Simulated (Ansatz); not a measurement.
The inner images of a band of CH5AlClN + H2 (11 atoms, charge 0, multiplicity 1) are given out of order.

These are results of RKS PBE0-D4/def2-SVP in Ansatz, not measurements.

First end point:

```xyz
11
Properties=species:S:1:pos:R:3
Al -0.447 0.146 0.387
Cl -2.009 -0.944 1.329
C -0.390 0.311 -1.544
N 0.642 1.008 1.480
H 0.358 -2.218 0.372
H 1.025 -1.933 0.129
H -1.168 1.009 -1.898
H 0.581 0.690 -1.903
H -0.581 -0.657 -2.034
H 0.580 0.986 2.492
H 1.409 1.603 1.190
```

Last end point:

```xyz
11
Properties=species:S:1:pos:R:3
Al 0.453 -0.113 0.140
Cl -1.856 -1.842 0.973
C -0.262 0.360 -1.611
N 0.772 1.087 1.407
H -0.603 -2.206 0.879
H 1.026 -1.586 0.457
H -0.724 1.360 -1.615
H 0.531 0.360 -2.378
H -1.026 -0.365 -1.934
H 1.214 0.888 2.297
H 0.474 2.057 1.385
```

Put them in order from the first end to the last, with their energies above the first end.
A.
```xyz
11
Properties=species:S:1:pos:R:3
Al -0.459 0.100 0.379
Cl -1.981 -1.051 1.311
C -0.407 0.304 -1.551
N 0.613 0.988 1.469
H 0.432 -2.168 0.366
H 1.103 -1.831 0.227
H -0.967 1.203 -1.861
H 0.624 0.419 -1.924
H -0.861 -0.557 -2.065
H 0.589 0.937 2.480
H 1.315 1.655 1.170
```
B.
```xyz
11
Properties=species:S:1:pos:R:3
Al -0.399 0.032 0.343
Cl -1.972 -1.129 1.195
C -0.392 0.318 -1.579
N 0.671 0.932 1.433
H 0.366 -2.105 0.553
H 1.047 -1.799 0.379
H -0.927 1.254 -1.812
H 0.621 0.411 -2.003
H -0.915 -0.491 -2.112
H 0.822 0.752 2.418
H 1.077 1.827 1.185
```
C.
```xyz
11
Properties=species:S:1:pos:R:3
Al -0.049 -0.110 0.260
Cl -1.810 -1.382 1.015
C -0.299 0.300 -1.623
N 0.789 0.970 1.404
H -0.030 -1.926 0.747
H 0.777 -1.774 0.515
H -0.893 1.232 -1.661
H 0.600 0.466 -2.235
H -0.908 -0.483 -2.100
H 1.201 0.734 2.299
H 0.622 1.973 1.378
```
D.
```xyz
11
Properties=species:S:1:pos:R:3
Al 0.250 -0.138 0.179
Cl -1.743 -1.605 1.030
C -0.298 0.316 -1.630
N 0.781 1.016 1.416
H -0.384 -1.931 0.828
H 0.831 -1.664 0.478
H -0.906 1.235 -1.649
H 0.580 0.489 -2.274
H -0.895 -0.489 -2.085
H 1.218 0.764 2.295
H 0.566 2.007 1.411
```
E.
```xyz
11
Properties=species:S:1:pos:R:3
Al -0.281 -0.034 0.312
Cl -1.936 -1.186 1.085
C -0.345 0.304 -1.601
N 0.751 0.923 1.403
H 0.216 -2.014 0.686
H 0.928 -1.810 0.459
H -0.901 1.249 -1.737
H 0.623 0.427 -2.112
H -0.919 -0.477 -2.121
H 1.070 0.685 2.335
H 0.795 1.932 1.293
```

A (+0.1 kcal/mol), B (+1.8 kcal/mol), E (+6.0 kcal/mol), C (+18.9 kcal/mol), D (+33.0 kcal/mol).

Time of the run: 71 s on 2 threads of INTEL(R) XEON(R) PLATINUM 8581C CPU @ 2.10GHz (Emerald Rapids), on a shared host, peak memory 0.23 GiB.
